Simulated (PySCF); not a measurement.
Input and output of a scripted DFT run

The script drives PySCF SCF with an in-house response code with single-precision fitted integrals, so total energies wander by about 1e-6 Eh between cycles (the fitting error itself is about 1e-3 Eh and cancels in differences); atoms count from 0. Pop asks for populations, which are stored and not printed.

Job and coordinates (Å):

```
{"job": {"kind": "nmr", "xc": "KT3", "basis": "pcSseg-1", "pop": false}, "charge": 0, "multiplicity": 1}
C      3.391890     2.844455    -3.237897
S      2.827137     2.001723    -1.738613
O      3.990908     1.715336    -0.937556
O      1.833069     2.852264    -1.117351
O      2.203279     0.747110    -2.297764
C      3.844314    -0.223154     2.050280
C      3.817721    -1.293715     1.172218
C      2.860853    -1.343520     0.175294
C      1.942706    -0.311894     0.060680
S      0.794650    -0.468694    -1.308458
C     -0.411074    -1.585524    -0.466033
C     -1.333409    -2.190216    -1.307351
C     -2.273664    -3.069279    -0.799940
C     -2.293954    -3.347597     0.557281
C     -1.372429    -2.747385     1.398176
C     -0.427805    -1.869761     0.889444
C     -0.295977     0.958395    -1.246192
C     -0.997008     1.297417    -0.102581
C     -1.788981     2.433740    -0.109786
C     -1.895551     3.203862    -1.254227
C     -1.228854     2.826190    -2.407450
C     -0.425894     1.701009    -2.406000
C      1.972496     0.773063     0.914160
C      2.925429     0.802394     1.919796
H      4.006552     2.146584    -3.787482
H      2.516011     3.132879    -3.800564
H      3.959532     3.709066    -2.925715
H      4.593691    -0.180768     2.826213
H      4.548303    -2.084553     1.253500
H      2.829526    -2.167641    -0.521810
H     -1.303526    -1.965069    -2.363344
H     -2.986223    -3.538444    -1.461634
H     -3.024573    -4.033827     0.958824
H     -1.384054    -2.960639     2.456806
H      0.296180    -1.415556     1.550285
H     -0.931184     0.693012     0.788954
H     -2.316367     2.719758     0.787990
H     -2.497303     4.100148    -1.245835
H     -1.322024     3.417343    -3.305598
H      0.127548     1.402433    -3.280561
H      1.303922     1.606472     0.778294
H      2.956461     1.647299     2.589729
```

Command:

```bash
OMP_NUM_THREADS=2 python large_run.py task.json out
```

What does the program print?


```
start: PBE on a coarse grid of 35984 points
cycle   1  E = -1754.3250815218  dE =  4.675e+00  |g| = 1.687e+00  |ddm| = 7.182e+00
cycle   2  E = -1750.2524725856  dE =  4.073e+00  |g| = 4.196e+00  |ddm| = 8.961e+00
cycle   3  E = -1754.5557680044  dE = -4.303e+00  |g| = 1.084e+00  |ddm| = 8.720e+00
cycle   4  E = -1754.8528754383  dE = -2.971e-01  |g| = 3.944e-01  |ddm| = 1.781e+00
cycle   5  E = -1754.8559017791  dE = -3.026e-03  |g| = 3.810e-01  |ddm| = 8.698e-01
cycle   6  E = -1754.8933382603  dE = -3.744e-02  |g| = 7.015e-02  |ddm| = 4.467e-01
cycle   7  E = -1754.8941370250  dE = -7.988e-04  |g| = 4.188e-02  |ddm| = 1.304e-01
cycle   8  E = -1754.8945801538  dE = -4.431e-04  |g| = 1.361e-02  |ddm| = 5.992e-02
cycle   9  E = -1754.8946251282  dE = -4.497e-05  |g| = 3.771e-03  |ddm| = 1.800e-02
final grid: 324498 points
cycle  10  E = -1777.4058547100  dE = -5.915e-02  |g| = 2.413e-01  |ddm| = 1.313e+00
cycle  11  E = -1777.3870250204  dE =  1.883e-02  |g| = 3.601e-01  |ddm| = 6.600e-01
cycle  12  E = -1777.4101535229  dE = -2.313e-02  |g| = 1.178e-01  |ddm| = 5.483e-01
cycle  13  E = -1777.4124303973  dE = -2.277e-03  |g| = 5.286e-02  |ddm| = 1.665e-01
cycle  14  E = -1777.4130050126  dE = -5.746e-04  |g| = 9.275e-03  |ddm| = 5.697e-02
cycle  15  E = -1777.4130250528  dE = -2.004e-05  |g| = 1.820e-03  |ddm| = 1.283e-02
cycle  16  E = -1777.4130247126  dE =  3.402e-07  |g| = 1.546e-03  |ddm| = 3.835e-03
cycle  17  E = -1777.4130250847  dE = -3.722e-07  |g| = 3.658e-04  |ddm| = 2.122e-03
cycle  18  E = -1777.4130268172  dE = -1.733e-06  |g| = 1.157e-04  |ddm| = 6.184e-04
cycle  19  E = -1777.4130270489  dE = -2.317e-07  |g| = 6.129e-05  |ddm| = 2.162e-04
converged SCF energy = -1777.4130270489

GIAO shielding tensors (ppm)
atom      isotropic    diamagn.    paramagn.     s11        s22        s33       span
  0 C      140.179     252.660    -112.481    114.556    119.106    186.875     72.319
  1 S      234.638    1059.931    -825.293    101.333    238.834    363.747    262.415
  2 O       92.826     400.172    -307.346     73.295     95.791    109.391     36.096
  3 O       79.531     410.655    -331.124     41.682     92.983    103.927     62.245
  4 O        8.404     421.671    -413.267    -36.661     -3.877     65.750    102.411
  5 C       60.077     254.246    -194.169    -38.667     44.710    174.187    212.854
  6 C       62.156     254.751    -192.595    -34.228     49.820    170.875    205.104
  7 C       64.693     250.203    -185.510    -22.453     51.068    165.463    187.916
  8 C       51.697     271.249    -219.552    -28.435     46.074    137.452    165.888
  9 S      397.237    1063.371    -666.134    362.993    400.836    427.883     64.891
 10 C       41.532     270.498    -228.967    -31.697     15.405    140.887    172.584
 11 C       61.495     250.066    -188.571    -33.733     49.796    168.422    202.156
 12 C       62.418     253.767    -191.349    -36.481     52.387    171.347    207.828
 13 C       62.471     253.400    -190.929    -35.880     48.875    174.417    210.296
 14 C       62.073     253.711    -191.638    -37.438     53.058    170.598    208.036
 15 C       60.464     255.265    -194.801    -29.218     41.752    168.858    198.076
 16 C       52.360     270.586    -218.226    -27.169     46.703    137.547    164.717
 17 C       57.093     257.746    -200.653    -31.952     29.986    173.243    205.195
 18 C       62.855     253.886    -191.031    -34.274     52.546    170.294    204.568
 19 C       60.582     253.965    -193.382    -36.595     44.410    173.933    210.528
 20 C       61.053     254.513    -193.460    -36.861     49.307    170.714    207.574
 21 C       53.813     249.098    -195.285    -38.689     31.702    168.425    207.114
 22 C       60.216     258.057    -197.841    -29.917     29.351    181.214    211.131
 23 C       59.835     253.860    -194.025    -38.824     46.408    171.921    210.744
 24 H       29.645      26.586       3.059     26.205     27.640     35.091      8.886
 25 H       29.863      30.391      -0.528     25.764     29.341     34.483      8.720
 26 H       29.859      23.327       6.531     26.340     27.459     35.777      9.437
 27 H       24.257      29.109      -4.852     21.175     25.501     26.093      4.919
 28 H       24.265      29.677      -5.412     20.946     24.661     27.188      6.242
 29 H       24.340      35.819     -11.479     20.646     22.603     29.772      9.126
 30 H       24.457      36.224     -11.767     20.329     22.199     30.843     10.515
 31 H       24.461      30.137      -5.676     20.746     25.055     27.583      6.837
 32 H       24.564      29.421      -4.856     21.098     26.054     26.541      5.442
 33 H       24.587      32.841      -8.254     20.730     24.358     28.673      7.942
 34 H       25.190      38.497     -13.307     19.583     21.951     34.035     14.452
 35 H       24.578      39.485     -14.907     19.442     23.051     31.242     11.800
 36 H       24.445      33.862      -9.416     20.770     24.441     28.125      7.354
 37 H       24.398      29.714      -5.316     21.122     25.965     26.108      4.985
 38 H       24.209      29.829      -5.621     20.797     24.597     27.232      6.434
 39 H       23.093      37.976     -14.883     20.020     21.145     28.114      8.094
 40 H       23.282      39.034     -15.753     20.141     20.543     29.161      9.020
 41 H       24.211      33.140      -8.929     20.591     23.930     28.110      7.519
```

Roughly how long does this take on 2 threads of Arm Neoverse N1 (shared host), and how large is the basis?

About 64 s of wall time, peak memory 1.2 GiB; 512 basis functions and 1378 fitting functions.
